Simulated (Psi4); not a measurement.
H3AlO3, singlet, geometry from GFN2-xTB (such geometries of metal compounds can be far from the true shape), with bond 3-2 at 1.6 times its length. Base run: Psi4 with B3LYP/STO-3G.

Psi4 was given this input:
```
memory 2 GB

molecule mol {
0 1
Al   -0.000000   -0.000000   -0.000000
O    -1.085972   -1.252179    0.078153
H    -2.441617   -1.549460   -0.529809
O    -0.334242    1.331109   -0.932644
H     0.106985    2.144434   -1.134150
O     1.420214   -0.078930    0.854492
H     1.826265   -0.706455    1.435973
}

set {
  basis sto-3g
  reference rks
}

energy('b3lyp')
print_variables()
```

Each row names what was changed in the base input (with any setting that the change needs).

```
change                               ΔE vs base (µEh)  SCF cycles  grid points  basis functions
-----------------------------------  ----------------  ----------  -----------  ---------------
base                                              0.0           9       149897               27
scf_type = dfdirj+link                           -294           9       149897               27
dft_spherical_points = 974                        1.9           9       481980               27
scf_type = cd                                    1369           9       149897               27
level_shift = 0.3                                 0.0           9       149897               27
dft_radial_points = 35                           -607           9        71158               27
e_convergence = 1e-4                              0.0           9       149897               27
dft_pruning_scheme = treutler                   -1113           9        82193               27
df_basis_scf = def2-universal-jkfit               0.0           9       149897               27
puream = false                                    188           9       149897               27
basis_guess = true                                0.0           9       149897               27
puream = true                                     0.0           9       149897               27
df_basis_scf = cc-pvtz-jkfit                     1319           9       149897               27
```
